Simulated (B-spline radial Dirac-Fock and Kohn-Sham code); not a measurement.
Electron momentum distribution of Pr¹⁶⁺: Compton profiles

System: the Pr¹⁶⁺ ion, configuration [Kr] 4d7.

Calculated with an atomic code on a B-spline grid, using the impulse approximation on configuration-average Dirac-Fock orbitals. pz is in atomic units of momentum; subshell profiles are per electron, for a selection of subshells; open shells are spread over both j values by their weights.

| pz | J total | J 2s1/2 | J 4p3/2 | J 4d3/2 | J 4d5/2 |
| --- | --- | --- | --- | --- | --- |
| 0 | 3.398 | 0.0480 | 0.144 | 0.111 | 0.112 |
| 0.3 | 3.387 | 0.0480 | 0.144 | 0.111 | 0.112 |
| 0.4 | 3.378 | 0.0479 | 0.144 | 0.111 | 0.112 |
| 0.5 | 3.367 | 0.0479 | 0.144 | 0.111 | 0.112 |
| 0.6 | 3.353 | 0.0478 | 0.144 | 0.111 | 0.112 |
| 0.8 | 3.318 | 0.0477 | 0.143 | 0.111 | 0.112 |
| 1 | 3.272 | 0.0475 | 0.142 | 0.110 | 0.112 |
| 1.2 | 3.216 | 0.0474 | 0.139 | 0.110 | 0.111 |
| 1.4 | 3.149 | 0.0471 | 0.135 | 0.110 | 0.111 |
| 1.6 | 3.071 | 0.0469 | 0.131 | 0.109 | 0.110 |
| 1.8 | 2.983 | 0.0466 | 0.124 | 0.108 | 0.109 |
| 2 | 2.885 | 0.0462 | 0.117 | 0.106 | 0.107 |
| 2.5 | 2.608 | 0.0453 | 0.0940 | 0.0990 | 0.0995 |
| 3 | 2.307 | 0.0441 | 0.0693 | 0.0873 | 0.0874 |
| 4 | 1.748 | 0.0413 | 0.0303 | 0.0566 | 0.0559 |
| 5 | 1.347 | 0.0380 | 0.0133 | 0.0295 | 0.0287 |
| 7 | 0.9184 | 0.0305 | 0.00951 | 0.00637 | 0.00617 |
| 10 | 0.5683 | 0.0195 | 0.00499 | 0.00373 | 0.00380 |
| 15 | 0.2648 | 0.00713 | 0.000664 | 0.00210 | 0.00205 |
| 20 | 0.1390 | 0.00238 | 0.000524 | 0.000705 | 0.000671 |
| 30 | 0.04903 | 0.00117 | 0.000247 | 7.46e-05 | 6.76e-05 |
| 40 | 0.02170 | 0.00104 | 7.56e-05 | 1.03e-05 | 8.93e-06 |
| 60 | 0.006198 | 0.000443 | 8.08e-06 | < 1e-6 | < 1e-6 |
| 100 | 0.0009633 | 6.72e-05 | < 1e-6 | < 1e-6 | < 1e-6 |

J(0) = 3.398. The 4p3/2 subshell gives the largest part, 17 %.

Mean momentum ⟨p⟩ by subshell (a.u.): 1s1/2 56.3, 2s1/2 20.0, 2p1/2 26.7, 2p3/2 24.8, 3s1/2 9.97, 3p1/2 11.9, 3p3/2 11.4, 3d3/2 13.6, 3d5/2 13.4, 4s1/2 5.23, 4p1/2 5.85, 4p3/2 5.66, 4d3/2 6.22, 4d5/2 6.15.
